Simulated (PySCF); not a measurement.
Computed structure and properties of [Tm(NH2)3]−

System: [Tm(NH2)3]− (singlet in the valence; each metal's 4f electrons, 13 of them, lie in its core potential, out of spins and levels; a saddle point, relaxed within its symmetry); start: template (D3h). Method: PySCF 2.14.0, RKS PBE0, Tm lcecp-0-SVP with ECP59, N def2-SVP, H def2-SVP; non-relativistic Hamiltonian with scalar-relativistic core potentials where named; density fitting; no spin-orbit coupling.

Input of the relaxation:

```python
mol = gto.M(atom='''
Tm    -0.00000    -0.00000    -0.00000
N      2.36701    -0.00001    -0.00000
H      2.95698    -0.00001     0.83000
H      2.95698    -0.00001    -0.83000
N     -1.18350     2.04990     0.00000
H     -1.47848     2.56082     0.83000
H     -1.47848     2.56082    -0.83000
N     -1.18351    -2.04989    -0.00000
H     -1.47850    -2.56081     0.83000
H     -1.47850    -2.56081    -0.83000''',
    basis={'Tm': 'lcecp-0-SVP', 'N': 'def2-SVP', 'H': 'def2-SVP'},
    ecp={'Tm': 'lcecp-0-SVP'},
    charge=-1, spin=0)
mf = dft.RKS(mol, xc='PBE0')
mf.grids.atom_grid = (50, 194)  # f atoms: unpruned, at least (60, 302)
mf = mf.density_fit()  # fitting sets: Tm AutoAux, N def2-universal-JKFIT, H def2-universal-JKFIT
mf.conv_tol = 1e-08; mf.max_cycle = 55
mf.kernel(dm0)  # dm0: converged density of the start geometry
# quasi-Newton relaxation in Cartesian coordinates to a largest gradient under 0.00045 Eh/bohr, steps kept in the point group
```

Run from Python with OMP_NUM_THREADS=2; the lines above give its settings. Where DIIS fails, smearing, a level shift and second-order steps follow.
It took 20 s on 2 threads of Arm Neoverse V1, with other jobs on the host, from the converged density of the start.

Course of the relaxation:

```json
{"step": "0", "energy above end (eV)": "0.0861", "largest force component within the symmetry (eV/Å)": "0.651"}
{"step": "1", "energy above end (eV)": "0.0206", "largest force component within the symmetry (eV/Å)": "0.281"}
{"step": "2", "energy above end (eV)": "0.0016", "largest force component within the symmetry (eV/Å)": "0.118"}
{"step": "3", "energy above end (eV)": "0.0006", "largest force component within the symmetry (eV/Å)": "0.063"}
{"step": "4", "energy above end (eV)": "0.0000", "largest force component within the symmetry (eV/Å)": "0.001"}
```

Relaxed geometry (D3h):

```xyz
10

Tm    0.0000    0.0000    0.0000
N     2.3833    0.0000    0.0000
H     3.0227    0.0000    0.8001
H     3.0227    0.0000   -0.8001
N    -1.1916    2.0640    0.0000
H    -1.5113    2.6178    0.8001
H    -1.5113    2.6178   -0.8001
N    -1.1917   -2.0640    0.0000
H    -1.5114   -2.6178    0.8001
H    -1.5114   -2.6178   -0.8001
```

```csv
contact,Å
Tm1–N2 (NH2),2.383
Tm1–N5 (NH2),2.383
Tm1–N8 (NH2),2.383
```

On the finer grid (75, 302):

| Property | Result |
| --- | --- |
| HOMO | not given (4f levels lie in the core) |
| LUMO | not given (4f levels lie in the core) |
| Dipole about the centre of mass | 0.00 D |
| Set of Mulliken populations of Tm1 outside the core potential | s 2.27, p 6.36, d 0.93, f 0.02 |
| D3(BJ) dispersion energy (not in the energies) | -0.127 eV |

```
atom  Mulliken (e)  Löwdin (e)  spin (e)
 Tm1          0.42        0.23      0.00
  N2         -0.56       -0.44      0.00
  H3          0.05        0.02      0.00
  H4          0.05        0.02      0.00
  N5         -0.56       -0.44      0.00
  H6          0.05        0.02      0.00
  H7          0.05        0.02      0.00
  N8         -0.56       -0.44      0.00
  H9          0.05        0.02      0.00
 H10          0.05        0.02      0.00
```

The 4f levels lie in the core potential and are missing. Their spin isn't counted.

On the grid (50, 194), as all that follows. Harmonic modes: 3 unstable, so a saddle point once the symmetry is let go (counted below −25 cm⁻¹); lowest -305 cm⁻¹ (negative: unstable), highest 3547 cm⁻¹, zero-point energy 1.774 eV.

Taking off one NH2 (charge -1, singlet; the rest: singlet) in vacuum, both parts rigid, costs 4.37 eV; the small basis without counterpoise inflates it.

Rigid scan of NH2 along the line from its metal:

```csv
distance to N2 (Å),energy (eV)
2.08,0.522
2.18,0.202
2.28,0.044
2.38,0.000
2.48,0.034
2.58,0.120
2.78,0.381
3.08,0.853
3.48,1.457
3.98,2.082
```

One start shape was tried, so this needn't be the lowest isomer.

An lcecp potential fixes the number of 4f electrons, so in runs with it no electron can move into or out of that shell.
